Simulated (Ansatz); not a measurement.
Relaxation of CH6ClNOSi (11 atoms, charge 0, multiplicity 1), to a largest force component of 0.02 eV/Å in at most 50 steps.

All numbers below come from RKS B3LYP-D4/cc-pVDZ in Ansatz.

```xyz
11
Properties=species:S:1:pos:R:3
N -1.512 -0.021 -0.768
Si 0.144 0.085 -0.871
C 0.952 0.079 0.802
O 0.541 -0.821 1.787
Cl 0.842 1.700 1.513
H -1.938 0.068 -1.725
H -1.807 -0.877 -0.394
H 0.545 -1.101 -1.657
H 0.493 1.291 -1.646
H 1.253 -1.506 1.728
H -0.250 -0.329 2.258
```

**Question.** Where does it end, and by what steps?

**Answer.** The run converged. After 18 steps the energy has fallen by 2.352 eV; H6 moved furthest, 1.69 Å.

```json
{"step": "0", "energy less start (eV)": "0.0000", "largest force component (eV/Å)": "3.635", "accepted": "yes"}
{"step": "1", "energy less start (eV)": "-0.8194", "largest force component (eV/Å)": "1.516", "accepted": "yes"}
{"step": "2", "energy less start (eV)": "-1.3587", "largest force component (eV/Å)": "1.857", "accepted": "yes"}
{"step": "3", "energy less start (eV)": "-1.6511", "largest force component (eV/Å)": "2.336", "accepted": "yes"}
{"step": "4", "energy less start (eV)": "-1.9199", "largest force component (eV/Å)": "0.947", "accepted": "yes"}
{"step": "5", "energy less start (eV)": "-1.9470", "largest force component (eV/Å)": "0.766", "accepted": "yes"}
{"step": "6", "energy less start (eV)": "-2.0119", "largest force component (eV/Å)": "0.541", "accepted": "yes"}
{"step": "7", "energy less start (eV)": "-2.0490", "largest force component (eV/Å)": "0.521", "accepted": "yes"}
{"step": "8", "energy less start (eV)": "-2.0858", "largest force component (eV/Å)": "0.740", "accepted": "yes"}
{"step": "9", "energy less start (eV)": "-2.1406", "largest force component (eV/Å)": "0.915", "accepted": "yes"}
{"step": "10", "energy less start (eV)": "-2.2223", "largest force component (eV/Å)": "0.807", "accepted": "yes"}
{"step": "11", "energy less start (eV)": "-2.2857", "largest force component (eV/Å)": "0.823", "accepted": "yes"}
{"step": "12", "energy less start (eV)": "-2.3351", "largest force component (eV/Å)": "0.245", "accepted": "yes"}
{"step": "13", "energy less start (eV)": "-2.3484", "largest force component (eV/Å)": "0.088", "accepted": "yes"}
{"step": "14", "energy less start (eV)": "-2.3501", "largest force component (eV/Å)": "0.132", "accepted": "yes"}
{"step": "15", "energy less start (eV)": "-2.3517", "largest force component (eV/Å)": "0.060", "accepted": "yes"}
{"step": "16", "energy less start (eV)": "-2.3519", "largest force component (eV/Å)": "0.106", "accepted": "yes"}
{"step": "17", "energy less start (eV)": "-2.3524", "largest force component (eV/Å)": "0.025", "accepted": "yes"}
{"step": "18", "energy less start (eV)": "-2.3524", "largest force component (eV/Å)": "0.010", "accepted": "yes"}
```

```xyz
11
Properties=species:S:1:pos:R:3
N -1.268 -0.338 -0.304
Si 0.387 -0.018 -0.985
C 1.421 0.132 0.630
O 0.489 -0.952 1.467
Cl 0.687 1.764 1.313
H -1.805 0.507 -0.102
H -1.866 -0.979 -0.826
H 0.706 -1.258 -1.761
H 0.466 1.185 -1.861
H 0.513 -0.642 2.389
H -0.467 -0.834 1.065
```

Time of the run: 39 s on 2 threads of Intel(R) Xeon(R) 6975P-C (Granite Rapids), on a shared host, peak memory 0.26 GiB.
